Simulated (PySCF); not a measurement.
A GIAO shielding run with PySCF (density fitting, non-relativistic, gas phase) on SMILES CN(C)c1snnc1[SiH3], C$_{4}$H$_{9}$N$_{3}$SSi:

```
$ OMP_NUM_THREADS=1 python probes_run.py task.json out

{"job": {"kind": "nmr", "xc": "PBE0", "basis": "pcSseg-1"}, "charge": 0, "multiplicity": 1}
C     -2.170267    -0.930881     0.532151
N     -0.945702    -0.188712     0.355188
C     -1.108743     1.246470     0.365651
C      0.068076    -0.782633    -0.317664
S     -0.119549    -2.358057    -1.031802
N      1.479730    -2.355259    -1.532678
N      2.076937    -1.303111    -1.219075
C      1.384547    -0.373959    -0.542282
Si     2.384485     1.109757     0.016499
H     -2.776419    -0.432131     1.287088
H     -1.942062    -1.940968     0.872172
H     -2.747418    -1.001208    -0.398103
H     -0.183973     1.735003     0.077523
H     -1.385170     1.572725     1.370406
H     -1.899888     1.547317    -0.331143
H      2.056326     2.274678    -0.819995
H      3.793262     0.765067    -0.102461
H      2.027068     1.422220     1.406869
```

Hardware: 1 thread of an Arm Neoverse N1, shared host. The job also computes population analyses, field gradients, ring-centre shieldings.

Problem. How large is the calculation?

Solution. 84 electrons, 212 basis functions and 1132 auxiliary functions.

Problem. How long does it take, and how much memory does it need?

Solution. 72 s of wall time, with 16 SCF cycles and 5 response iterations; peak memory 0.87 GiB. Times on a shared host scatter by some tens of per cent.
